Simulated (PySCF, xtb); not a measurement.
F4Te, SMILES F[Te](F)(F)F (connectivity only; charge and spin as stated), charge +1, multiplicity 2.

Harmonic wavenumbers (cm⁻¹) from GFN2-xTB run with xtb at its own minimum, in rising order: 77, 97, 158, 177, 190, 335, 405, 495, 514.

Task: What does r2SCAN-D4/def2-SVP (PySCF) give at its own minimum? (Estimate from the structure and the level; the computed values follow.)

Result: 117, 128, 199, 212, 230, 541, 563, 711, 719. Paired by order, the mean absolute difference is 108 cm⁻¹ and the zero-point energies are 3.5 and 4.9 kcal/mol.
